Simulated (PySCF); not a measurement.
Geometry:
```json
{"atom": "Si1", "x (Å)": "0.003", "y (Å)": "-0.005", "z (Å)": "0.002"}
{"atom": "N2", "x (Å)": "-0.024", "y (Å)": "-0.027", "z (Å)": "1.957"}
{"atom": "H3", "x (Å)": "-0.473", "y (Å)": "0.827", "z (Å)": "2.295"}
{"atom": "H4", "x (Å)": "0.938", "y (Å)": "-0.070", "z (Å)": "2.301"}
{"atom": "H5", "x (Å)": "-0.543", "y (Å)": "-0.847", "z (Å)": "2.278"}
{"atom": "N6", "x (Å)": "0.029", "y (Å)": "0.017", "z (Å)": "-1.953"}
{"atom": "H7", "x (Å)": "0.528", "y (Å)": "0.850", "z (Å)": "-2.273"}
{"atom": "H8", "x (Å)": "-0.935", "y (Å)": "0.043", "z (Å)": "-2.295"}
{"atom": "H9", "x (Å)": "0.494", "y (Å)": "-0.826", "z (Å)": "-2.296"}
{"atom": "Cl10", "x (Å)": "2.186", "y (Å)": "-0.032", "z (Å)": "-0.003"}
{"atom": "Cl11", "x (Å)": "-2.180", "y (Å)": "0.026", "z (Å)": "0.007"}
{"atom": "Cl12", "x (Å)": "0.034", "y (Å)": "2.179", "z (Å)": "0.024"}
{"atom": "Cl13", "x (Å)": "-0.025", "y (Å)": "-2.187", "z (Å)": "-0.022"}
```

Computational details: NMR shieldings at PBE0/pcSseg-1/GIAO, geometry: PBE0-D3(BJ)/def2-SVP, in PySCF 2.14 (no relativistic terms, gas phase, rapidly exchanging positions averaged, one conformer).

δ = σ(ref) − σ, references computed at the same level: ¹H (σ = 31.27 ppm), ²⁹Si (σ = 351.99 ppm) vs TMS; NH3 for ¹⁵N (σ = 265.67 ppm); ³⁵Cl (σ = 943.27 ppm) against HCl.

```tsv
atoms	nucleus	count	Hirshfeld charge	δ (ppm)
H3/H4/H5/H7/H8/H9	¹H	6	0.15	3.68
Cl10/Cl11/Cl12/Cl13	³⁵Cl	4	-0.25	?
Si1	²⁹Si	1	0.34	?
N2/N6	¹⁵N	2	-0.13	99.3
```

Fill in the missing shifts.

Answers


- Si1: -171.6 ppm, silicon bonded to 4 Cl, 2 N
- Cl10/Cl11/Cl12/Cl13: 265 ppm, chlorine bonded to Si

OH and NH positions are those of a molecule without intermolecular hydrogen bonds; in solution they move with solvent, concentration and temperature, and exchange usually removes their couplings. Experimental scales use liquid or dissolved standards, which lie at an offset from isolated NH3 (liquid NH3: subtract about 20 ppm).
